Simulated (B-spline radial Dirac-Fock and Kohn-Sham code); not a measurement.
**Compton profile of Ca⁶⁺**

System: calcium as Ca⁶⁺, 1s2 2s2 2p6 3s2 3p2.

The run's input, task.json:

```json
{"items": [{
  "Z": 20,
  "q": 6,
  "cfg": [[1, 0, 2], [2, 0, 2], [2, 1, 6], [3, 0, 2], [3, 1, 2]],
  "A": 40,
  "rrms": 3.4776,
  "do": ["scatter"],
  "s": [0.0, 0.03, 0.04, 0.05, 0.07, 0.09, 0.11, 0.15, 0.19, 0.25, 0.32, 0.42, 0.54, 0.71, 0.91, 1.19, 1.54, 1.99, 2.58, 3.35, 4.35, 5.64, 7.31],
  "pz": [0, 0.1, 0.2, 0.3, 0.4, 0.5, 0.6, 0.8, 1.0, 1.2, 1.4, 1.6, 1.8, 2.0, 2.5, 3.0, 4.0, 5.0, 7.0, 10.0, 15.0, 20.0, 30.0, 40.0, 60.0, 100.0],
  "hv_scatter": [1000, 2000, 5000, 17479.3, 20000, 100000, 500000, 1000000]
}]}
```

Run with: `python xray_run.py task.json out`

These are calculated numbers from a radial finite-basis atomic code; the model is the impulse approximation on Dirac-Fock densities. pz is in atomic units of momentum; subshell profiles are per electron, for a selection of subshells; open shells are spread over both j values by their weights.

```csv
pz,J total,J 3s1/2,J 3p1/2,J 3p3/2
0,2.381,0.436,0.270,0.271
0.1,2.374,0.433,0.270,0.271
0.2,2.351,0.422,0.270,0.271
0.3,2.314,0.405,0.270,0.271
0.4,2.263,0.382,0.269,0.270
0.5,2.200,0.354,0.267,0.268
0.6,2.128,0.324,0.264,0.264
0.8,1.960,0.257,0.252,0.253
1,1.778,0.193,0.233,0.233
1.2,1.596,0.137,0.207,0.207
1.4,1.427,0.0930,0.176,0.176
1.6,1.278,0.0623,0.144,0.143
1.8,1.152,0.0428,0.113,0.112
2,1.049,0.0319,0.0855,0.0848
2.5,0.8646,0.0244,0.0378,0.0373
3,0.7407,0.0241,0.0158,0.0156
4,0.5510,0.0166,0.00668,0.00675
5,0.3996,0.00756,0.00645,0.00651
7,0.2090,0.00108,0.00399,0.00398
10,0.09179,0.000497,0.00121,0.00119
15,0.03215,0.000311,0.000172,0.000166
20,0.01329,0.000130,3.24e-05,3.08e-05
30,0.002851,2.37e-05,2.30e-06,2.10e-06
40,0.0007801,5.73e-06,< 1e-6,< 1e-6
60,0.0001024,< 1e-6,< 1e-6,< 1e-6
```

J(0) = 2.381. The 3s1/2 subshell gives the largest part, 37 %.

Mean momentum ⟨p⟩ by subshell (a.u.): 1s1/2 16.7, 2s1/2 5.32, 2p1/2 7.12, 2p3/2 7.06, 3s1/2 2.30, 3p1/2 2.71, 3p3/2 2.70.
